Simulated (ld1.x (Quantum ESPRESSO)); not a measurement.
**fluorine (F): excitation energies, all-electron against PAW**

fluorine (F), PAW, made with ld1.x (Quantum ESPRESSO) 7.5 (PBEsol, scalar-relativistic). Core [He], reference 2s2 2p5. Waves: 2s (bound): rcut 0.85, rcutus 0.90 bohr; 2s channel at -1.85 Ry: rcut 0.85, rcutus 0.90 bohr; 2p (bound): rcut 0.80, rcutus 0.90 bohr; 2p channel at -0.35 Ry: rcut 0.80, rcutus 0.90 bohr. Local part: all-electron potential smoothed inside 0.80 bohr (lloc = -1). Core correction: a·sin(br)/r model core inside 0.70 bohr. Augmentation charge: BESSEL, radius 0.65 bohr.

Energies are relative to the spin-unpolarised reference configuration 2s2 2p5; without spin polarisation the order of configurations can differ from experiment.

```json
{"valence configuration": "2s2 2p4", "charge": "+1", "ΔE all-electron (eV)": "19.317", "error AE − PS (meV)": "-0.6"}
{"valence configuration": "2s1 2p5", "charge": "+1", "ΔE all-electron (eV)": "38.305", "error AE − PS (meV)": "-1.4"}
{"valence configuration": "2s2 2p1", "charge": "+4", "ΔE all-electron (eV)": "203.676", "error AE − PS (meV)": "+5.4"}
{"valence configuration": "2s1 2p6", "charge": "0", "ΔE all-electron (eV)": "18.696", "error AE − PS (meV)": "-0.5"}
{"valence configuration": "2s2 2p5.3", "charge": "-0.3", "ΔE all-electron (eV)": "-2.653", "error AE − PS (meV)": "+0.4"}
```

What are ΔE and the potential's error for 2s2 2p2?

ΔE = 118.084 eV all-electron; the error (AE − PS) is +3.3 meV.

What are ΔE and the potential's error for 2s2 2p3?

ΔE = 57.595 eV all-electron; the error (AE − PS) is +0.7 meV.

Levels in the configuration 2s2 2p4:

```tsv
level	all-electron (eV)	pseudo (eV)
2s	-47.182	-47.181
2p	-28.220	-28.218
```

ld1.x printed “convergence not achieved” for 1 of the counted tests; its residual had stalled under 1e-8, short of the target of 1e-14.
